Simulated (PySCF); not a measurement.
Computed shifts of a molecule C2H6BClO, PBE/pcSseg-1 (PySCF), GIAO, gas phase, atoms alike by connectivity averaged where their shifts nearly agree, in ppm (number of nuclei): ¹H: 5.60 (1), 4.53 (2), 1.57 (3). ¹³C: 73.9 (1), 22.0 (1). References: ¹¹B against BF3 (σ = 83.9 ppm); ¹H against TMS (σ = 31.49 ppm); ³⁵Cl against HCl (σ = 936.5 ppm); ¹⁷O against H2O (σ = 334.3 ppm); ¹³C against TMS (σ = 182.0 ppm), references at their B3LYP-D3(BJ)/def2-TZVP geometries, non-relativistic (without spin–orbit terms, shifts of atoms bonded to Cl or Br come out too high). Geometry: PBE0-D3(BJ)/def2-SVP. The values are those of a single conformer.

Pick the molecule that these values belong to.
(A) COB(C)Cl
(B) CCB(O)Cl
(C) CCOBCl

C, CCOBCl
